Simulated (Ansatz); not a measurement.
A nudged elastic band was laid between two geometries of CH6FPSi (10 atoms, charge 0, multiplicity 1).

The calculation used Ansatz, UKS B3LYP-D4/def2-SVP.

```
movable images  : 7
climbing image  : yes
spring          : 5.0 eV/Å²
optimiser       : quadratic models (default)
start path      : through a guess of the saddle point
force threshold : 0.05 eV/Å
iteration limit : 40
end points      : relaxed
```

Initial state:

```xyz
10
Properties=species:S:1:pos:R:3
C 0.041 1.342 0.089
Si -0.327 -0.394 0.679
F 0.484 -0.630 2.080
P 0.313 -2.047 -0.742
H -0.509 1.559 -0.841
H -0.261 2.082 0.849
H 1.117 1.471 -0.110
H -1.781 -0.569 0.963
H -0.488 -1.507 -1.799
H 1.493 -1.357 -1.166
```

Final state:

```xyz
10
Properties=species:S:1:pos:R:3
C 0.153 1.680 0.176
Si -0.853 0.302 1.073
F 0.225 -0.083 2.278
P -0.093 -1.563 -0.569
H -0.199 1.844 -0.858
H -0.027 2.623 0.725
H 1.241 1.508 0.166
H -0.470 -2.826 -0.044
H -0.977 -1.546 -1.680
H 1.084 -1.991 -1.264
```

(1) What changes between the two ends?

(2) What energy profile does the band end with?

(3) What is the geometry of the highest image?

The band took 11 iterations and roughly 8 core-minutes.

Answers

(1) Bonds broken: Si2–H8. Bonds formed: P4–H8.

(2) It converged. The highest image is number 5 of 0 to 8, 73.0 kcal/mol above the first end and 33.6 kcal/mol above the last; the last end lies 39.5 kcal/mol above the first. Neighbouring images differ by up to 1.3 eV, so the band resolves the path poorly. A vibrational analysis at the climbing image gives one clearly imaginary mode, 1121i cm⁻¹: a first-order saddle point. The orbitals were unrestricted but ended closed-shell.

| image | path coordinate (Å) | energy (kcal/mol) | Si2–H8 (Å) | P4–H8 (Å) |
| --- | --- | --- | --- | --- |
| 0 | 0.00 | 0.0 | 1.49 | 3.08 |
| 1 | 0.55 | 0.9 | 1.49 | 2.97 |
| 2 | 1.10 | 6.0 | 1.49 | 2.71 |
| 3 | 1.66 | 20.6 | 1.50 | 2.35 |
| 4 | 2.21 | 50.2 | 1.61 | 1.94 |
| 5 | 2.76 | 73.0 | 1.93 | 1.60 |
| 6 | 3.41 | 51.1 | 2.50 | 1.43 |
| 7 | 4.06 | 40.4 | 3.11 | 1.42 |
| 8 | 4.72 | 39.5 | 3.34 | 1.42 |

(3) 
```xyz
10
Properties=species:S:1:pos:R:3
C 0.076 1.730 0.194
Si -0.461 -0.017 0.701
F 0.362 -0.249 2.108
P 0.172 -1.817 -0.628
H -0.257 1.962 -0.830
H -0.361 2.475 0.880
H 1.174 1.815 0.248
H -1.028 -1.844 0.424
H -0.772 -1.580 -1.657
H 1.180 -2.526 -1.437
```

Run time: 4.3 min on 2 threads of Intel(R) Xeon(R) Platinum 8259CL CPU @ 2.50GHz (Skylake/Cascade Lake), on a shared host, peak memory 0.3 GiB.
